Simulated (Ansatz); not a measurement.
A nudged elastic band was laid between two geometries of AlB2Cl2H3S (9 atoms, charge 0, multiplicity 1).

Computed with Ansatz 0.2.0, RKS PBE/def2-SVP.

```yaml
movable_images: 3
climbing_image: yes
spring: 5.0 eV/Å²
optimiser: quadratic models (default)
start_path: IDPP
force_threshold: 0.05 eV/Å
iteration_limit: 60
end_points: relaxed
```

Initial state:

```xyz
9
Properties=species:S:1:pos:R:3
S 1.524 -2.298 0.414
B 1.159 -0.716 -0.366
Cl 2.541 0.360 -0.725
B -0.274 0.010 -0.783
Al -1.260 1.287 0.595
Cl -0.741 3.352 0.618
H 0.237 -2.745 0.480
H -0.732 -0.126 -1.907
H -2.366 0.829 1.657
```

Final state:

```xyz
9
Properties=species:S:1:pos:R:3
S 1.489 -2.227 0.395
B 1.205 -0.637 -0.397
Cl 2.630 0.405 -0.703
B -0.171 0.160 -0.862
Al -1.134 1.413 0.547
Cl -2.668 0.438 1.668
H 0.183 -2.619 0.426
H -0.589 0.078 -2.006
H -0.856 2.943 0.914
```

Problem. What changes between the two ends?

Solution. No bond is made or broken. The dihedral B2–B4–Al5–Cl6 goes from 88 to -93°.

Problem. What energy profile does the band end with?

Solution. It converged. The highest image is number 2 of 0 to 4, 0.093 eV above the first end and 0.118 eV above the last; the last end lies 0.025 eV below the first. Another band between the same ends (5 images) ends at a top of the same energy, where a vibrational analysis finds no clearly imaginary modes. So few images can step over the top or miss a turn of the path.

```
image  path coordinate (Å)  energy (eV)  dihedral B2–B4–Al5–Cl6 (°)
    0                 0.00        0.000                          88
    1                 1.26        0.044                         120
    2                 2.52        0.093                         158
    3                 4.50        0.026                        -140
    4                 6.49       -0.025                         -93
```

Problem. What is the geometry of the highest image?

Solution. 
```xyz
9
Properties=species:S:1:pos:R:3
S 1.321 -2.597 0.233
B 0.956 -0.911 -0.228
Cl 2.210 0.373 0.106
B -0.138 0.150 -0.836
Al -1.089 1.364 0.644
Cl -1.980 3.227 0.105
H 0.149 -3.119 -0.228
H -0.173 0.437 -2.019
H -1.168 1.029 2.205
```

Run time: 2 min on 2 threads of Intel(R) Xeon(R) Platinum 8259CL CPU @ 2.50GHz (Skylake/Cascade Lake), on a shared host, peak memory 0.19 GiB.
